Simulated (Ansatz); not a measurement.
`[OH][Sn]([OH])([F])[Br]` → `OF` + `[OH][Sn][Br]` at 298.15 K and 1 bar (stannylene formation by 1,1-elimination).

Calculated with Ansatz (gas phase, PBE0-D4/def2-TZVP geometries, no zero-point term in ΔE). CCSD(T)/CBS adds triple-zeta CCSD(T) − MP2 to the extrapolated MP2 energy (def2 sets, frozen cores). This one scheme is used for every species. Elements past krypton have def2 core potentials. For Br, Sn outer-core shells are correlated without core-valence functions, which leaves a few kJ/mol of doubt a bond. Scalar relativity is left out up to krypton. Each species was taken in one conformer, which may not be the lowest.

```
                  species  CCSD(T)/CBS energy (Eh)  H − E (kJ/mol)  S (J/(mol·K))
`[OH][Sn]([OH])([F])[Br]`              -3038.81491           100.8          392.6
                     `OF`               -175.42775            47.4          226.1
           `[OH][Sn][Br]`              -2863.20849            50.2          316.3
```

H − E and S are ideal-gas, rigid-rotor, harmonic terms from PBE0-D4/def2-TZVP, for one conformer and one mirror image of each species. 1 Eh = 2625.50 kJ/mol, R = 8.31446 J/(mol·K).

Task: By hand: ΔE, ΔH, ΔS and ΔG.

Result: ΔE = (-175.42775) + (-2863.20849) − (-3038.81491) = 0.17867 Eh = 469.1 kJ/mol. Δ(H − E) = 47.4 + 50.2 − 100.8 = -3.2, so ΔH = 465.9 kJ/mol. ΔS = 226.1 + 316.3 − 392.6 = 149.8 J/(mol·K). ΔG = 465.9 − 298.15 × (149.8)/1000 = 421.2 kJ/mol.

Task: By hand: the equilibrium constant, and the temperature at which ΔG would vanish if ΔH and ΔS stayed fixed.

Result: log₁₀ K = −ΔG/(RT ln 10) = -73.8. ΔG = 0 at ΔH/ΔS = 3110 K, far beyond where these terms or the molecules hold.

The number of gas molecules changes by +1, which sets the sign of ΔS. A doubt of 5 kJ/mol in ΔE shifts log₁₀ K by 0.9 here. Other conformers and mirror images would add mixing entropy, several J/(mol·K) or more a flexible species. These are equilibria of isolated gas molecules and say nothing of rates. Largest T1 diagnostic: 0.015 (customary marks: 0.02 for closed shells, 0.045 for open ones).
